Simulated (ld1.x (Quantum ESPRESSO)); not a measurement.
Pseudopotential generation for silicon (Si): RRKJ, PBE, scalar-relativistic.

Si, norm-conserving RRKJ (Kleinman–Bylander form), made with ld1.x (Quantum ESPRESSO) 7.5 (PBE, scalar-relativistic). Core [Ne], reference 3s1 3p3. Waves: 3p (bound): rc 2.15 bohr; 3s (bound): rc 1.80 bohr. Local part: the s channel. Core correction: Bessel-smoothed model core, default radius (core density twice the valence density). rho0 = 0.001.

* Cutoffs needed: 18 Ry and 35 Ry (the cutoffs (Ry, on a coarse ladder) from which the occupation-weighted sum of valence levels, in a spherical-Bessel basis at the reference potential, stays within 10 and 1 mRy of its value at 400 Ry)
* Ghost test: no extra level below or beside the all-electron valence levels (p, s, d, f tested) (spherical-Bessel basis up to 400 Ry, 20 bohr box)
* Largest excitation error: +88 meV (all-electron minus pseudo) for 3s1 3p0, out of 7 test configurations
